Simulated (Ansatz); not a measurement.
Isolated molecules relaxed with PBE0-D4/def2-TZVP in Ansatz; ΔE leaves out vibrations. CCSD(T)/CBS adds triple-zeta CCSD(T) − MP2 to the extrapolated MP2 energy (def2 sets, frozen cores). This one scheme is used for every species. Functionals use def2-TZVPP. One conformer a species, not always the lowest.

`B[SiH2]C` + `C=CNC` → `BN(C)C=C` + `C[SiH3]`  (cleavage of the B–Si bond)

**Question.** Is it downhill or uphill in electronic energy at CCSD(T)/CBS, and by how much? (Best estimate.)

**Answer.** The calculation gave: Downhill: ΔE = -45.2 kcal/mol.

**Question.** What do these levels give: r2SCAN-D4, revPBE, r2SCANh, BHLYP, MP2/def2-SVP, CCSD/def2-TZVPP? (An estimate is asked.)

**Answer.** Ansatz gave: r2SCAN-D4 -43.8, revPBE -39.9, r2SCANh -43.7, BHLYP -44.1, MP2/def2-SVP -49.6, CCSD/def2-TZVPP -44.7 kcal/mol.

Largest T1 diagnostic among the species: 0.013.

The D4 term adds −1.1 kcal/mol with B3LYP and −0.6 kcal/mol with PBE0; it sums over pairs of atoms, weighted by their polarisabilities, and B3LYP, whose exchange is more repulsive, gets the larger term. From BLYP to BHLYP (50 % exact exchange), in def2-TZVPP and without D4, ΔE moves by −1.3 kcal/mol. In def2-TZVPP, CCSD(T) changes the Hartree–Fock value by −3.4 kcal/mol (the triples alone add −0.8 kcal/mol) and MP2 by −5.4 kcal/mol.

B3LYP here is the variant with VWN-RPA as its local correlation; programs differ in this.
